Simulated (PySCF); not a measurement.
**Field gradients at the hydrogen positions**

Species: C₈H₁₃S (charge +1).
Cartesian coordinates in Å at the GFN2-xTB level; atoms count from 1:
```
atom  x, y, z in Å
C1    -4.1555    0.5057    0.1101
C2    -2.9425    0.8856    0.5389
C3    -1.7028    0.2028    0.2991
C4    -1.6514   -1.1057   -0.3760
C5    -0.5378    0.8312    0.7341
C6     0.7664    0.4001    0.5858
S7     1.3111   -1.0093   -0.1606
C8     3.1253   -0.8262   -0.0282
C9     3.6571    0.1943   -1.0158
H10   -4.3332   -0.3770   -0.4809
H11   -5.0249    1.0987    0.3375
H12   -2.8650    1.8033    1.1076
H13   -1.0661   -1.0304   -1.2959
H14   -1.1336   -1.8324    0.2540
H15   -2.6355   -1.4917   -0.6162
H16   -0.6541    1.7795    1.2430
H17    1.5447    1.0342    0.9896
H18    3.5181   -1.8193   -0.2443
H19    3.3598   -0.5642    1.0030
H20    4.7407    0.2331   -0.9353
H21    3.4035   -0.0822   -2.0365
H22    3.2652    1.1894   -0.8152
```

Level: PBE0/pcSseg-1 (PySCF, non-relativistic); Q(2H) = 0.00286 b; rigid geometry, the same for H and D, with no vibrational averaging.

**Question.** Rank these positions by the coupling χzz of a deuteron there, largest first.
A. H11 (hydrogen on carbon)
B. H14 (methyl hydrogen)
C. H16 (hydrogen on carbon)

**Answer.** A (218 kHz), C (209 kHz), B (200 kHz).

**Question.** Give the electric field gradient Vzz (the principal value of largest size), its asymmetry and the 2H coupling at each hydrogen.

**Answer.** 
```tsv
atom	bonded to	bond length (Å)	Vzz (au)	η	χzz (kHz)
H10	C1	1.077	0.3267	0.02	220
H11	C1	1.077	0.3241	0.01	218
H12	C2	1.082	0.3126	0.10	210
H13	C4	1.093	0.2970	0.03	200
H14	C4	1.092	0.2972	0.04	200
H15	C4	1.084	0.3146	0.05	211
H16	C5	1.082	0.3113	0.12	209
H17	C6	1.082	0.3091	0.05	208
H18	C8	1.090	0.2968	0.07	199
H19	C8	1.089	0.2989	0.05	201
H20	C9	1.087	0.3096	0.04	208
H21	C9	1.087	0.3079	0.04	207
H22	C9	1.088	0.3100	0.05	208
```

**Question.** How does χzz go with the bond length over the 13 C–H bonds?

**Answer.** A straight-line fit has a slope of -11.6 kHz for each 0.01 Å, with a correlation coefficient of -0.93, over lengths from 1.077 to 1.093 Å. The longer bonds have the smaller couplings here.

**Question.** Give the 2H NMR doublet splittings at H17 for a magnetic field along the z, y and x axes of the gradient: 3χ/2, 3χ(1 + η)/4, 3χ(1 − η)/4.

**Answer.** With |χ| = 207.7 kHz and η = 0.054: 312, 164 and 147 kHz, to first order and without motion.

Isolated species at its GFN2-xTB geometry (one conformer only). GFN2-xTB bond lengths can be off by several hundredths of an ångström, more for odd bonds, and the gradients follow them. A larger basis could move these couplings by a tenth or more.
